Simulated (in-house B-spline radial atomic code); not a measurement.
Computed with a B-spline radial atomic code. Model: two electrons, singlet ground state, non-relativistic, full CI in B-splines with partial waves to l = 8 (at full coupling up to 3e-4 hartree above the limit, correlation up to 0.6 % small), density held at that of full coupling by Lieb maximisation.

Along the adiabatic connection the electron repulsion is scaled by a coupling λ while a local potential keeps the density fixed. At λ = 0 the system is the Kohn-Sham one and W equals the exchange energy; the exchange-correlation energy is the area under W between 0 and 1. The kinetic energy rises with λ as the electrons avoid each other, with dT/dλ = −λ dW/dλ.

Command:
```bash
python run_ac.py task.json out
```
Settings (lengths in bohr, energies in hartree):
```
potential              gauss
strength               16.1
lmax                   8
second                 6
```

Time taken, with all properties: 20 s on 1 thread of Intel(R) Xeon(R) Processor @ 2.30GHz, with other jobs on the host.

**W = mean repulsion less Hartree energy, and W of three functionals.**

Given: confinement Gaussian well; well depth 16.1 hartree; well width 6 bohr; external potential -V exp(-r^2/w^2).

Computed: LDA exchange minus exact 102.7 millihartree; PBE exchange minus exact 30.294 millihartree.

| coupling | W xc (hartree) | W xc minus exchange (millihartree) | kinetic minus Kohn-Sham (millihartree) | LDA (PW92) W minus its exchange (millihartree) | PBE W minus its exchange (millihartree) | SCAN W minus its exchange (millihartree) |
| --- | --- | --- | --- | --- | --- | --- |
| 0 | -0.71007 | 0 | 0 | 0 | 0 | 0 |
| 0.02 | ? | ? | ? | ? | ? | ? |
| 0.05 | ? | ? | ? | ? | ? | ? |
| 0.12 | -0.72161 | -11.544 | 0.68 | -42.39 | -17.75 | -10.78 |
| 0.25 | -0.73313 | -23.064 | 2.8 | -69.42 | -33.71 | -21.36 |
| 0.4 | -0.74528 | -35.21 | 6.74 | -93.21 | -49.51 | -32.49 |
| 0.6 | -0.75979 | -49.724 | 13.96 | -118.35 | -67.58 | -45.88 |
| 0.8 | -0.77265 | -62.581 | 22.94 | -138.84 | -83.14 | -57.88 |
| 1 | -0.78409 | -74.024 | 33.22 | -156.18 | -96.82 | -68.74 |
| 1.4 | -0.80352 | -93.452 | 56.39 | -184.45 | -119.93 | -87.63 |
| 2 | -0.8262 | -116.13 | 94.62 | -216.59 | -147.23 | -110.59 |
| 3 | -0.85293 | -142.86 | 160.55 | -254.59 | -180.61 | -139.14 |
| 4.5 | -0.87874 | -168.67 | 255.79 | -292.6 | -214.89 | -168.14 |
| 7 | -0.90415 | -194.08 | 398.88 | -332.35 | -251.45 | -197.37 |
| 10 | -0.92211 | -212.04 | 549.33 | -362.3 | -279.37 | -217.43 |

What belongs in the row 0.02?

W xc (hartree): -0.71206; W xc minus exchange (millihartree): -1.989; kinetic minus Kohn-Sham (millihartree): 0.02; LDA (PW92) W minus its exchange (millihartree): -11.16; PBE W minus its exchange (millihartree): -3.26; SCAN W minus its exchange (millihartree): -1.89.

What belongs in the row 0.05?

W xc (hartree): -0.71499; W xc minus exchange (millihartree): -4.922; kinetic minus Kohn-Sham (millihartree): 0.12; LDA (PW92) W minus its exchange (millihartree): -22.53; PBE W minus its exchange (millihartree): -7.89; SCAN W minus its exchange (millihartree): -4.64.

What is the SCAN exchange minus exact?

2.0249 millihartree.

**Energy parts, natural occupations and partial-wave weights.**

Computed: total energy -28.7206 hartree; exchange energy -0.71007 hartree; correlation energy -0.040809 hartree; kinetic part of the DFT correlation energy 0.033215 hartree; initial slope twice GL2 -0.10009 hartree; kinetic part over minus potential part 0.44871; Lieb Oxford ratio E_xc over LDA exchange 1.2363.

| natural | occupation of the shell (electrons) |
| --- | --- |
| s | 1.9696 |
| p | 0.027561 |
| s | 0.0015661 |
| d | ? |
| p | 0.0001859 |
| f | 0.00010123 |

What belongs in the row d?

occupation of the shell (electrons): 0.00084291.

| wave | weight |
| --- | --- |
| s | 0.98561 |
| p | ? |
| d | 0.00044032 |
| f | 5.5773e-05 |
| g | 1.2322e-05 |

What belongs in the row p?

weight: 0.013879.

What is the Hartree energy?

1.4201 hartree.

What is the Kohn-Sham kinetic?

1.196 hartree.

Half-way to full coupling W has made 57 % of its drop, against 50 % for a straight line, and second-order (GL2) theory, half the initial slope, overshoots the correlation energy by about 23 %: a moderate bend, as in light atoms. Over couplings 0 to 1 the errors in E_xc come to about +45 millihartree for LDA, +16 millihartree for PBE, +5.1 millihartree for SCAN, so SCAN is nearest. In LDA and PBE the errors of exchange and correlation have opposite signs, so the sum is smaller than the larger of the two.
